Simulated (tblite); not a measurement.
Parent: `[CH3:1][Si@@H:2]([OH:3])[CH:4]=[O:5]` with C1–Si2–O3–H 132°, C1–Si2–C4–O5 -124°, C2H6O2Si.

The geometries are computed with GFN2-xTB (gas phase). One conformer each, not checked by frequencies here.

```csv
coordinate of the parent,value
C1–Si2,1.894 Å
Si2–O3,1.622 Å
Si2–C4,1.922 Å
C4=O5,1.209 Å
C1–Si2–O3,109.8°
C1–Si2–C4,109.8°
O3–Si2–C4,106.5°
Si2–C4–O5,120.9°
```

Task: How does the shared frame change in `[CH3:1][O:2][Si@@H:3]([CH3:4])[CH:5]=[O:6]` with C1–O2–Si3–C4 -169°, O2–Si3–C5–O6 18°, C3H8O2Si? Atoms pair as C1 = C4, Si2 = Si3, O3 = O2, C4 = C5, O5 = O6 (parent first).

Result: 
```csv
parent,relative,value in the relative,change
C1–Si2,C4–Si3,1.890 Å,-0.004
Si2–O3,Si3–O2,1.615 Å,-0.007
Si2–C4,Si3–C5,1.928 Å,+0.006
C4=O5,C5=O6,1.208 Å,-0.001
C1–Si2–O3,C4–Si3–O2,104.3°,-5.5
C1–Si2–C4,C4–Si3–C5,110.3°,+0.5
O3–Si2–C4,O2–Si3–C5,111.1°,+4.6
Si2–C4–O5,Si3–C5–O6,122.9°,+2.0
```

Of the parent's bonds, Si2–O3 and Si2–C4 change most and about equally (-0.007 to +0.006 Å). Bonds of the relative outside the shared frame: C1–O2 1.404 Å. Point group C1 → C1.
